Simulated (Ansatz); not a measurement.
# Isomers

Structures of CH$_{3}$SSe (charge -1), singlet, relaxed at PBE0-D4/def2-TZVPD (vibrations not checked; lower isomers may exist, and structures with a doubtful reference or unclear bonds are left out). Computed with Ansatz 0.2.0 (basis: def2-TZVPPD); correlated methods freeze the cores. Filled d shells of the heavier atoms are correlated. The def2 sets are not built for correlating such inner shells, so the correlated values are less sure here. B3LYP uses VWN-RPA correlation.

Problem. Rank them by CCSD(T) energy, lowest first, and give each one's height above the lowest. Links in brackets join atoms within 1.22 times the sum of their covalent radii (1.1 for two metals). (Judge from chemistry; the value comes from the calculation.)
A.
CH₃SSe ([CH3][S][Se]), total charge -1
```
6
angstrom
C -0.6902 -0.5313 -0.7240
S 1.1101 -0.5448 -0.6152
Se 1.4699 0.5007 1.3012
H -0.9814 -1.0339 -1.6541
H -1.0638 0.4962 -0.7307
H -1.1274 -1.0576 0.1288
```
B.
CH₃SSe ([SH][CH2][Se]), total charge -1
```
6
angstrom
S 1.1990 0.5906 0.6391
C -0.0582 -0.0995 -0.5087
Se -1.5020 -1.0904 0.3437
H 0.5044 -0.7481 -1.1832
H -0.4639 0.7335 -1.0826
H 0.3908 0.5915 1.7131
```
C.
CH₃SSe ([SH][CH][SeH]), total charge -1
```
6
angstrom
S -1.5296 -1.3188 0.1123
C -0.2083 -0.2665 -0.2550
Se 1.0788 0.0832 1.1169
H 0.3196 -0.5052 -1.1761
H -1.0486 -2.5980 0.3503
H 0.7370 1.4878 1.4788
```

Solution. The calculation gives: A (0.0 kJ/mol), B (39.4 kJ/mol), C (216.9 kJ/mol). Heights count from the lowest.

Problem. Do PBE-D4, r2SCAN-D4, PBE0-D4, B3LYP-D4, wB97M-V, HF, MP2 give the same order? (A judgement: the text doesn't fix the answer.)

Solution. The calculation gives: All do.

T1 diagnostic: at most 0.013.

For scale, one of the runs: CCSD(T)/def2-TZVPPD, 196 basis functions, launched by `ansatz run in.yaml --threads 2 --pin off --events-out ev --progress --plain --max-ram 4352MiB`. Time: 75 s of wall clock on 2 CPU threads of an AMD EPYC 7R13; the host was shared. Peak host memory: 2.2 GiB.
